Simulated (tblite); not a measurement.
Compound: C₆H₅ClF (doublet state).
Cartesian coordinates in Å at the GFN2-xTB level; atoms count from 1:
```xyz
13
C6H5ClF angstrom
C      2.758   -0.050   -0.961
C      1.706   -0.885   -0.682
C      0.629   -0.543    0.048
C     -0.428   -0.207    0.727
F     -0.475   -0.394    2.084
C     -1.654    0.379    0.185
C     -2.716    0.713    0.906
Cl    -1.603    0.615   -1.530
H      2.776    0.962   -0.597
H      3.589   -0.388   -1.552
H      1.726   -1.898   -1.072
H     -2.721    0.555    1.970
H     -3.592    1.142    0.457
```

Calculated harmonic vibrations of the isolated species, GFN2-xTB (tblite), most abundant isotopes, no scaling. This tight-binding method is rough: wavenumbers can miss measured ones by several per cent, in bad cases by 10 to 20. One conformer, not necessarily the lowest. Open shells enter through the occupations alone, without spin polarisation, and single modes of such species can be off by tens of per cent.

Harmonic wavenumbers (cm⁻¹): 47.4, 55.5, 128.1, 163.3, 202.6, 315.1, 318.1, 370.3, 462.9, 494.0, 541.4, 554.9, 621.8, 681.7, 770.9, 778.7, 868.6, 905.5, 982.5, 1002.3, 1129.1, 1180.9, 1245.6, 1359.5, 1372.7, 1455.4, 1646.9, 1898.0, 3009.0, 3119.9, 3124.2, 3159.0, 3164.3.

A = 2289, B = 1246, C = 841.2 MHz; mass 131.006 u (most abundant isotopes); point group C1, symmetry number 1; spin multiplicity 2.

Task: What is the zero-point energy?

Result: ½Σν̃ = 18565 cm⁻¹ = 53.08 kcal/mol.

Task: Entropy at 298.15 K, 1 bar (ideal gas, RRHO, classical rotation)?

Result: Translation 40.55, rotation 29.28, vibration 25.28, spin (R ln 2) 1.38: S = 96.5 cal/(mol K).

Task: And Cp and H(298.15 K) − H(0)?

Result: Cp = 33.34 cal/(mol K), of which vibrations give 25.39 (their classical limit is 33 R = 65.6); H(298.15 K) − H(0) = 6.28 kcal/mol without the zero-point energy, 3.91 from vibrations.

Task: What must be added to the electronic energy to get the Gibbs energy at 298.15 K and 1 bar?

Result: ZPE + [H(298.15 K) − H(0)] − T·S = 53.08 + 6.28 − 28.77 = 30.59 kcal/mol.

Task: Which modes carry the vibrational entropy at 298.15 K?

Result: 47.4 cm⁻¹: 4.92; 55.5 cm⁻¹: 4.61; 128.1 cm⁻¹: 2.97; 163.3 cm⁻¹: 2.51; 202.6 cm⁻¹: 2.11; 315.1 cm⁻¹: 1.34 cal/(mol K); the other 27 give 6.81 together.

Task: How do the functions run with temperature in this model?

Result: 
```csv
T (K),S (cal/(mol K)),Cp (cal/(mol K)),H − H(0) (kcal/mol),G − H(0) (kcal/mol),ln q(vib)
50,60.2,12.6,0.50,-2.51,0.56
100,70.3,17.0,1.24,-5.79,1.66
373.15,104.5,38.3,8.98,-30.03,7.76
500,116.7,45.1,14.29,-44.08,10.46
750,136.8,53.7,26.73,-75.86,15.38
1000,153.0,59.1,40.88,-112.16,19.76
```

q(vib) and H(0) count from the zero-point level.

Hindered rotation and anharmonicity are outside this model. Other conformers, if any are populated, would add a mixing term that is left out. The structure is chiral; the term R ln 2 for an equal mix with its mirror image is left out.

On one thread of an Arm Neoverse V1, shared host, this took 0.4 s. The figure is for the frequency step alone.
